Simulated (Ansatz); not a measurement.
Computed with Ansatz on PBE0-D4/def2-TZVP structures; ΔE is electronic, products minus reactants. CBS: MP2 limit from def2 TZ/QZ plus the TZ coupled-cluster correction, frozen cores. DFT in def2-TZVPP. B3LYP here is the variant with VWN-RPA as its local correlation; programs differ in this. One conformer a species, not always the lowest.

`CB1[SiH2]S1` + `C=C=CS` → `C=C=C(C)S` + `B1[SiH2]S1`  (formal exchange of groups at a C–B bond)

```json
{"level": "PBE-D4", "ΔE (kJ/mol)": "43.3", "difference from CCSD(T)/CBS": "7.0"}
{"level": "r2SCAN-D4", "ΔE (kJ/mol)": "43.2", "difference from CCSD(T)/CBS": "6.9"}
{"level": "PBE0-D4", "ΔE (kJ/mol)": "42.0", "difference from CCSD(T)/CBS": "5.7"}
{"level": "ωB97X-V", "ΔE (kJ/mol)": "37.9", "difference from CCSD(T)/CBS": "1.6"}
{"level": "ωB97M-V", "ΔE (kJ/mol)": "40.0", "difference from CCSD(T)/CBS": "3.7"}
{"level": "B2PLYP", "ΔE (kJ/mol)": "40.0", "difference from CCSD(T)/CBS": "3.7"}
{"level": "PBE", "ΔE (kJ/mol)": "44.5", "difference from CCSD(T)/CBS": "8.2"}
{"level": "r2SCAN", "ΔE (kJ/mol)": "43.5", "difference from CCSD(T)/CBS": "7.2"}
{"level": "PBE0", "ΔE (kJ/mol)": "43.0", "difference from CCSD(T)/CBS": "6.7"}
{"level": "B3LYP", "ΔE (kJ/mol)": "43.1", "difference from CCSD(T)/CBS": "6.8"}
{"level": "MP2/def2-TZVPP", "ΔE (kJ/mol)": "35.7", "difference from CCSD(T)/CBS": "-0.6"}
{"level": "SCS-MP2/def2-TZVPP", "ΔE (kJ/mol)": "34.6", "difference from CCSD(T)/CBS": "-1.7"}
{"level": "CCSD(T)/def2-TZVPP", "ΔE (kJ/mol)": "36.9", "difference from CCSD(T)/CBS": "0.6"}
{"level": "HF/def2-QZVPP", "ΔE (kJ/mol)": "37.7", "difference from CCSD(T)/CBS": "1.4"}
{"level": "HF/CBS(def2)", "ΔE (kJ/mol)": "37.7", "difference from CCSD(T)/CBS": "1.4"}
{"level": "MP2/CBS(def2)", "ΔE (kJ/mol)": "35.0", "difference from CCSD(T)/CBS": "-1.3"}
{"level": "CCSD(T)/CBS", "ΔE (kJ/mol)": "36.3", "difference from CCSD(T)/CBS": "0"}
```

Largest T1 diagnostic among the species: 0.017.
